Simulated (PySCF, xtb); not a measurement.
O₂Se, SMILES O=[Se]=O.

Harmonic wavenumbers (cm⁻¹) from GFN2-xTB (xtb) at its own minimum, in rising order: 397, 877, 900.

**Question.** What does PBE-D3(BJ)/def2-TZVP in PySCF 2.14.0 give at its own minimum? (An estimate is asked for; the answer gives what the named calculation found.)

**Answer.** 351, 920, 958. Paired by order, the mean absolute difference is 49 cm⁻¹ and the zero-point energies are 3.1 and 3.2 kcal/mol.
